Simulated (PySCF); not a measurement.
# Electron correlation in Ag(2+) (silver, charge +2)

[Kr] 4d9, 2D determinant. Calculation: PySCF 2.14, in def2-QZVPPD with the def2 core potential (28 electrons); a scalar-relativistic core potential. Frozen: 4s2 4p6; 9 electrons correlated.

```
  level  correlation energy (mhartree)
   CCSD                        -288.97
    (T)                          -8.50
CCSD(T)                        -297.47
```

Diagnostics: T1 = 0.0014, D1 = 0.0038, largest double amplitude 0.020.

Cost of the coupled-cluster step: about 30 core-seconds, for 9 correlated electrons.
